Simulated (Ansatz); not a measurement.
Ansatz (a quantum-chemistry and plane-wave program) input (PBE/STO-3G):

Ansatz 0.2 input:
```yaml
crystal:
  periodic: [false, false, false]
  atoms:
    - {symbol: O, position_ang: [-1.21346200, -0.49365400, 0.06991400]}
    - {symbol: S, position_ang: [-0.11286200, 0.45810300, -0.01665200]}
    - {symbol: F, position_ang: [1.27927600, -0.37560200, -0.03254200]}
basis:
  gaussian:
    orbitals: STO-3G
hamiltonian:
  xc: {name: PBE}
magnetization: {spin_polarized: true, initial_magnetization: 1}
output: {forces: true}
```

Output:

```
Functional definition: PBE
integrals: 0.01 GiB planned
239 factors; integrals over basis functions are off by at most 1.5e-5 eV
mean field: 0.06 GiB planned
mean field evaluation 1: about -15393.9665 eV, gradient 2.4e1 eV
mean field evaluation 2: about -15343.0398 eV, gradient 8.4e1 eV
mean field evaluation 4: about -15398.1731 eV, gradient 5.8e0 eV
mean field evaluation 8: about -15398.4082 eV, gradient 3.3e-2 eV
mean field evaluation 16: about -15398.4082 eV, gradient 1.9e-5 eV
mean field -15398.40817600 eV, -565.8810630521 hartree, gradient 1.9e-5 eV, S^2 0.750505; 0 other end points of the search recorded, 0 dependent functions left out
the calculation of the forces begins
reference -15398.40818283 eV, -565.8810633031 hartree; 17, 16 occupied and 2, 3 virtual orbitals, 239 factors
Total energy: -15398.40818283 eV, -565.8810633031 hartree
Atom 0 at    -1.213462    -0.493654     0.069914 Å, force    -8.298497    -7.707537     0.677114 eV/Å
Atom 1 at    -0.112862     0.458103    -0.016652 Å, force     4.329974    10.504198    -0.651114 eV/Å
Atom 2 at     1.279276    -0.375602    -0.032542 Å, force     3.968523    -2.796661    -0.026000 eV/Å
Dipole moment:     0.122566     0.190127    -0.013505 e Å
```

The geometry given is a B3LYP-D3(BJ)/def2-TZVP minimum.
